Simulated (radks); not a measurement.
The mean radii <r> (bohr) of the occupied orbitals of an atom or ion are listed with their occupations. Method: scalar-relativistic Kohn-Sham, PBE, spin-polarised, spherical densities, finite nucleus; Fermi nuclear charge, rms radius of each element as measured or else 0.836 A^(1/3) + 0.57 fm; computed with a radial shooting solver on a logarithmic mesh with Libxc functionals.

| orbital | occ. | <r> |
|---|---|---|
| 1s | 2 | 0.04029 |
| 2s | 2 | 0.1778 |
| 2p | 6 | 0.1550 |
| 3s | 2 | 0.5089 |
| 3p | 6 | 0.5160 |
| 3d | 10 | 0.5172 |
| 4s | 2 | 1.275 |

Name the element and its charge. Open shells, if any, are filled with parallel spins first.

Answer. Z = 37, rubidium, charge +7: Rb7+ in [Ar] 3d10 4s2. The 1s radius gives Z: for a bare nucleus <r> = (2 gamma + 1)/(2Z) with gamma = sqrt(1 - (Z/c)^2), 0.03954 bohr for Z = 37, and screening makes it slightly larger (0.04029 here). The occupations add up to 30, and the charge is Z minus that.
